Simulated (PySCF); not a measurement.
C3H7FOSi.
Geometry (GFN2-xTB, Å), atoms numbered from 1 in this order:
```
atom  x, y, z in Å
C1     1.7955    0.8290    0.6160
C2     1.1581   -0.3091    0.4057
C3     0.2248   -0.5746   -0.7189
F4     0.3303    0.4139   -1.6990
Si5   -1.6206   -0.5678   -0.1346
O6    -1.9549    0.8889    0.4831
H7     1.7093    1.6570   -0.0678
H8     2.4433    0.9679    1.4635
H9     1.2536   -1.1421    1.0887
H10    0.4917   -1.5107   -1.2187
H11   -2.4339   -0.8566   -1.3134
H12   -1.7998   -1.4842    0.9795
H13   -1.6017    1.6888    0.0983
```

The computed photoelectron lines, unassigned: C 1s: 290.10 (area 1), 290.76 (area 1), 292.50 (area 1) eV; O 1s: 538.74 eV; F 1s: 692.29 eV; Si 1s: 1847.17 eV; Si 2p3/2: 107.33 eV.

Method: delta-SCF UKS SCAN, pcX-2 on the ionised atom, pcseg-1 elsewhere, spin-free X2C (PySCF). Geometry: GFN2-xTB, one conformer, isolated molecule.

Task: Order the carbon atoms by C 1s binding energy.

Result: 290.10 eV: C1 (terminal =CH2 carbon); 290.76 eV: C2 (alkene CH carbon); 292.50 eV: C3 (sp3 C–F carbon). Lowest listed C 1s: C1, bonded to C (double bond) and 2 H. Highest, 2.40 eV above it: C3, bonded to F, C, H and Si. The widest gap between neighbouring values is 1.74 eV, between 290.76 and 292.50 eV. Summing the Pauling electronegativity differences to the bonded atoms, each weighted by its formal bond order, gives -0.70 for the lowest site and +0.43 for the highest; no listed site has a larger sum than the highest.

Bonded neighbours of each site: C1: C (double bond) and 2 H; C2: C (double bond), C and H; C3: F, C, H and Si; F4: C; Si5: O, C and 2 H; O6: H and Si.

Task: Which photon energy gives electrons from Si 2p3/2 of Si5 a kinetic energy of 150 eV, and what is their de Broglie wavelength?

Result: hν = 107.33 + 150 = 257.33 eV, recoil neglected; λ = 12.264 Å/√(E/eV) = 1.00 Å.

Spin–orbit and ligand-field terms were added within each 2p shell after the spin-free SCF. 2p1/2 minus 2p3/2 (ligand field included): Si 0.62 eV.

Time: 2.1 min wall; peak memory 0.58 GiB. Hardware: one thread of an Arm Neoverse N1, shared host.
